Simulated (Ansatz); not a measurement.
Consider the cleavage of the Si–Sb bond: `F[SiH2][SbH2]` + `O[SiH2]S` → `O[SiH2]S[SiH2]F` + `[SbH3]`.

Calculated with Ansatz (gas phase, PBE0-D4/def2-TZVP geometries, no zero-point term in ΔE). CCSD(T)/CBS is the MP2 limit (def2-TZVPP, def2-QZVPP) plus CCSD(T) − MP2 in def2-TZVPP, frozen cores. DFT in def2-TZVPP. B3LYP here is the variant with VWN-RPA as its local correlation; programs differ in this. Elements past krypton have def2 core potentials. For Sb outer-core shells are correlated without core-valence functions, which leaves a few kJ/mol of doubt a bond. One conformer a species, not always the lowest.

Problem. Is it downhill or uphill in electronic energy at CCSD(T)/CBS, and by how much? (Estimate.)

Solution. Computed: Downhill: ΔE = -41.7 kJ/mol.

Problem. What do these levels give: r2SCAN-D4, B3LYP-D4, PBE0, r2SCANh, CCSD(T)/def2-TZVPP, MP2/def2-QZVPP? (Best estimate.)

Solution. Ansatz gave: r2SCAN-D4 -45.3, B3LYP-D4 -42.5, PBE0 -38.5, r2SCANh -44.3, CCSD(T)/def2-TZVPP -45.5, MP2/def2-QZVPP -44.6 kJ/mol.

Largest T1 diagnostic among the species: 0.014.

The D4 term adds −4.8 kJ/mol with B3LYP and −2.7 kJ/mol with PBE0; it sums over pairs of atoms, weighted by their polarisabilities, and B3LYP, whose exchange is more repulsive, gets the larger term. From BLYP to BHLYP (50 % exact exchange), in def2-TZVPP and without D4, ΔE moves by −7.5 kJ/mol.
